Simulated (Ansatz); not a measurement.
`N[SiH](F)P` + PH₃ → `PP` + `N[SiH2]F`  (cleavage of the P–Si bond)

Gas-phase electronic energies from Ansatz, PBE0-D4/def2-TZVP geometries. CCSD(T)/CBS adds triple-zeta CCSD(T) − MP2 to the extrapolated MP2 energy (def2 sets, frozen cores). This one scheme is used for every species. Functionals use def2-TZVPP. B3LYP here is the variant with VWN-RPA as its local correlation; programs differ in this. One conformer a species, not always the lowest.

`N[SiH](F)P`:

```xyz
9

N    -1.265   -0.499   -0.802
Si    0.344   -0.128   -0.415
F     1.382   -1.333   -0.648
P     0.422    0.290    1.784
H    -1.831   -1.095   -0.221
H    -1.609   -0.453   -1.747
H     0.778    0.952   -1.332
H     1.798    0.636    1.761
H    -0.020    1.630    1.620
```

PH₃:

Cartesian coordinates in Å:
```
P -0.234 -0.515 -0.132
H 1.152 -0.335 0.120
H -0.618 0.240 1.007
H -0.300 0.610 -0.996
```

`PP`:

```xyz
6

P    -0.493   -0.893   -0.447
P     0.491    0.892    0.451
H     0.691   -1.327   -1.104
H    -0.229   -1.718    0.681
H    -0.695    1.331    1.100
H     0.234    1.714   -0.681
```

`N[SiH2]F`:

```xyz
7

N     0.765   -0.300   -0.650
Si   -0.436    0.101    0.477
F    -1.397    1.307    0.032
H     0.562   -0.838   -1.476
H     1.599    0.253   -0.759
H     0.225    0.551    1.722
H    -1.318   -1.073    0.654
```

| level | ΔE (kcal/mol) | difference from CCSD(T)/CBS |
| --- | --- | --- |
| BLYP-D4 | 4.7 | -0.3 |
| r2SCAN-D4 | 5.6 | 0.6 |
| CAM-B3LYP-D4 | 5.5 | 0.5 |
| B2PLYP | 4.5 | -0.5 |
| PBE-QIDH | 5.1 | 0.1 |
| BLYP | 3.8 | -1.2 |
| B3LYP | 4.2 | -0.8 |
| r2SCANh | 5.4 | 0.4 |
| BHLYP | 4.4 | -0.6 |
| CAM-B3LYP | 5.0 | 0.0 |
| HF/def2-SVP | 4.6 | -0.4 |
| MP2/def2-TZVPP | 4.7 | -0.3 |
| CCSD/def2-TZVPP | 5.2 | 0.2 |
| CCSD(T)/def2-TZVPP | 5.2 | 0.2 |
| SCS-MP2/def2-QZVPP | 4.1 | -0.9 |
| HF/CBS(def2) | 3.9 | -1.1 |
| CCSD(T)/CBS | 5.0 | 0 |

Largest T1 diagnostic among the species: 0.014.

The D4 term adds +0.7 kcal/mol with B3LYP and +0.5 kcal/mol with PBE0; it sums over pairs of atoms, weighted by their polarisabilities, and B3LYP, whose exchange is more repulsive, gets the larger term. Leaving LDA and LC-ωPBE aside and taking each functional with its dispersion term where it has one, the values, not all of them listed here, spread over 1.5 kcal/mol, from B2PLYP to B97M-V. LDA lies +1.3 kcal/mol from PBE without D4. In def2-TZVPP, CCSD(T) changes the Hartree–Fock value by +1.3 kcal/mol (the triples alone add +0.0 kcal/mol) and MP2 by +0.8 kcal/mol.
